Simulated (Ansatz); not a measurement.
Reaction (ligand exchange at the Si–C bond): `C=[C]([SiH3])[GeH3]` + `N[Si](N)(O)O` → `N[Si](N)(O)O[SiH3]` + `C=[CH][GeH3]`

Isolated molecules relaxed with PBE0-D4/def2-TZVP in Ansatz; ΔE leaves out vibrations. CCSD(T)/CBS adds triple-zeta CCSD(T) − MP2 to the extrapolated MP2 energy (def2 sets, frozen cores). Functionals use def2-TZVPP. For Ge outer-core shells are correlated without core-valence functions, which leaves a few kJ/mol of doubt a bond. Scalar relativity is left out up to krypton. One conformer a species, not always the lowest.

```json
{"species": "`C=[C]([SiH3])[GeH3]`", "B2PLYP energy (Eh)": "-2446.94909"}
{"species": "`N[Si](N)(O)O`", "B2PLYP energy (Eh)": "-553.07668"}
{"species": "`N[Si](N)(O)O[SiH3]`", "B2PLYP energy (Eh)": "-843.69751"}
{"species": "`C=[CH][GeH3]`", "B2PLYP energy (Eh)": "-2156.36813"}
```

(1) Work out ΔE.

Largest T1 diagnostic among the species: 0.012.

Results:

(1) ΔE = (-843.69751) + (-2156.36813) − (-2446.94909) − (-553.07668) = -0.03987 Eh = -104.7 kJ/mol. CCSD(T)/CBS gives -100.2 kJ/mol.

From PBE to PBE0 (25 % exact exchange), in def2-TZVPP and without D4, ΔE moves by −5.5 kJ/mol. In def2-TZVPP, CCSD(T) changes the Hartree–Fock value by +22.7 kJ/mol (the triples alone add +3.7 kJ/mol) and MP2 by +24.6 kJ/mol.
